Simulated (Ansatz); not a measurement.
`[Cl][InH][SeH]` + H₂Se → `[SeH][SeH]` + `[Cl][InH2]` at 400 K and 1 bar (ligand exchange at the Se–In bond).

Calculated with Ansatz (gas phase, PBE0-D4/def2-TZVP geometries, no zero-point term in ΔE). CCSD(T)/CBS adds triple-zeta CCSD(T) − MP2 to the extrapolated MP2 energy (def2 sets, frozen cores). def2 core potentials past Kr. For In, Se outer-core shells are correlated without core-valence functions, which leaves a few kJ/mol of doubt a bond. Scalar relativity is left out up to krypton. Each species was taken in one conformer, which may not be the lowest.

| species | CCSD(T)/CBS energy (Eh) | H − E (kJ/mol) | S (J/(mol·K)) |
| --- | --- | --- | --- |
| `[Cl][InH][SeH]` | -3051.57859 | 65.8 | 365.6 |
| H₂Se | -2401.89790 | 49.4 | 229.5 |
| `[SeH][SeH]` | -4802.61264 | 59.8 | 294.4 |
| `[Cl][InH2]` | -650.81839 | 52.3 | 293.2 |

H − E and S are ideal-gas, rigid-rotor, harmonic terms from PBE0-D4/def2-TZVP, for one conformer and one mirror image of each species. 1 Eh = 2625.50 kJ/mol, R = 8.31446 J/(mol·K).

By hand: ΔE, ΔH, ΔS and ΔG.

ΔE = (-4802.61264) + (-650.81839) − (-3051.57859) − (-2401.89790) = 0.04546 Eh = 119.4 kJ/mol. Δ(H − E) = 59.8 + 52.3 − 65.8 − 49.4 = -3.1, so ΔH = 116.3 kJ/mol. ΔS = 294.4 + 293.2 − 365.6 − 229.5 = -7.5 J/(mol·K). ΔG = 116.3 − 400 × (-7.5)/1000 = 119.3 kJ/mol.

By hand: the equilibrium constant, and the temperature at which ΔG would vanish if ΔH and ΔS stayed fixed.

log₁₀ K = −ΔG/(RT ln 10) = -15.6. ΔH and −TΔS have one sign here, so there is no such temperature.

The number of gas molecules stays the same, so ΔS is small and ΔH decides. A doubt of 5 kJ/mol in ΔE shifts log₁₀ K by 0.7 here. Other conformers and mirror images would add mixing entropy, several J/(mol·K) or more a flexible species. These are equilibria of isolated gas molecules and say nothing of rates. Largest T1 diagnostic: 0.014 (customary marks: 0.02 for closed shells, 0.045 for open ones).

ΔS is within the doubt of such terms, so its sign, and with it that verdict, could turn.
